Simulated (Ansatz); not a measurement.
One change: `[OH][GeH]1[NH][AlH]1` becomes `[OH][SnH]1[NH][AlH]1`.

Ansatz, PBE0-D4/def2-TZVP geometries, multiplicity 1. Each molecule was computed in one conformer, which needn't be the lowest.

Elements past krypton have def2 core potentials. Scalar relativity is left out up to krypton.

```json
{"property": "HOMO energy (B3LYP/def2-TZVPP) / eV", "`[OH][GeH]1[NH][AlH]1`": "-6.40"}
{"property": "LUMO energy (ωB97M-V/def2-TZVPP) / eV", "`[OH][GeH]1[NH][AlH]1`": "0.39"}
{"property": "HOMO–LUMO gap (PBE/def2-TZVPP) / eV", "`[OH][GeH]1[NH][AlH]1`": "3.55"}
{"property": "size of the dipole moment (ωB97M-V/def2-TZVPP) / D", "`[OH][GeH]1[NH][AlH]1`": "2.49"}
{"property": "size of the dipole moment (PBE/def2-TZVPP) / D", "`[OH][GeH]1[NH][AlH]1`": "2.11"}
{"property": "HOMO energy (PBE0/def2-TZVPP) / eV", "`[OH][GeH]1[NH][AlH]1`": "-6.57"}
```

Question: What does the change do to each property? (Estimate.)

Answer: Ansatz gave: 
```tsv
property	`[OH][SnH]1[NH][AlH]1`	shift
HOMO energy (B3LYP/def2-TZVPP) / eV	-6.43	-0.03
LUMO energy (ωB97M-V/def2-TZVPP) / eV	0.29	-0.10
HOMO–LUMO gap (PBE/def2-TZVPP) / eV	3.47	-0.08
size of the dipole moment (ωB97M-V/def2-TZVPP) / D	2.99	0.50
size of the dipole moment (PBE/def2-TZVPP) / D	2.50	0.39
HOMO energy (PBE0/def2-TZVPP) / eV	-6.60	-0.03
```

Dipoles are sizes alone; their direction can turn.

B3LYP here is the variant with VWN-RPA as its local correlation; programs differ in this.
